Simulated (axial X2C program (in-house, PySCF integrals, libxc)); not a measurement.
# Low determinants of TcP⁻ at the PBE0 level, 2c

Computed with an axial X2C code built on PySCF integrals. Two-component (2c) means X2C with spin–orbit coupling and atomic mean-field two-electron Coulomb and Gaunt terms. Basis: Tc dyall-acv3z [13s13p9d5f3g], P dyall-av3z [9s8p3d2f] (cores contracted in-house); Gaussian nuclei, density fitting, unrestricted open shells. Masses: Tc 98.907 u, P 30.974 u.

Search at 2.132 Å (vertical energies from the lowest determinant):

| ΔE (eV) | state | electrons beyond evenly filled partner blocks | electrons in ±ω = 1/2, 3/2, 5/2, 7/2 |
| --- | --- | --- | --- |
| 0.00 | Ω = 5/2 | ω = 5/2 | 40 16 3 0 |
| 0.26 | Ω = 1/2 | ω = -1/2, ω = -3/2, ω = 5/2 | 41 15 3 0 |
| 0.70 | Ω = 3/2 | ω = 1/2, ω = -3/2, ω = 5/2 | 41 15 3 0 |
| 0.77 | Ω = 7/2 | 2 × ω = 1/2, ω = 5/2 | 40 16 3 0 |
| 0.83 | Ω = 9/2 | ω = 1/2, ω = 3/2, ω = 5/2 | 39 17 3 0 |
| 0.93 | Ω = 3/2 | ω = 3/2 | 40 15 4 0 |
| 1.00 | Ω = 1/2 | 2 × ω = 3/2, ω = -5/2 | 40 16 3 0 |

Lowest determinant, Ω = 5/2 (⟨Sz⟩ = 2.49, ⟨Lz⟩ = 0.01 at PBE0): Re = 2.129 Å, ωe = 487.2 cm⁻¹.

The determinant in row 2 of the search, Ω = 1/2 (⟨Sz⟩ = 1.50, ⟨Lz⟩ = -1.00 at PBE0), was followed along the bond at PBE0; measured from the minimum of the lowest determinant it gives:

Te = 0.253 eV (2044 cm⁻¹), Re = 2.109 Å, ωe = 460.1 cm⁻¹.

Compare the bond of the determinant in row 2 with that of the lowest one.

At PBE0 its Re is 0.020 Å shorter and its force constant, which goes as ωe², is 0.89 times that of the lowest determinant. T0 ≈ Te + Δωe/2 = 2044 + (-14) = 2030 cm⁻¹.

The search compares states at one distance, so a state with another bond length can lie lower; it is not exhaustive and yields mostly the lowest determinant of each block pattern, so other components and higher states of one pattern are missing. These are energies of single determinants, not of spin-adapted states; PBE0 term energies can be off by some tenths of an eV, and the functional has no current term. The lowest determinant need not be the ground state where others lie within half an eV. For an anion, determinants above electron detachment are held by the basis set. The highest occupied level of some functionals is positive through self-interaction error; at Hartree–Fock it is bound. Row 1 has a positive highest level at its minimum. Row 2 has a positive highest level at its minimum.
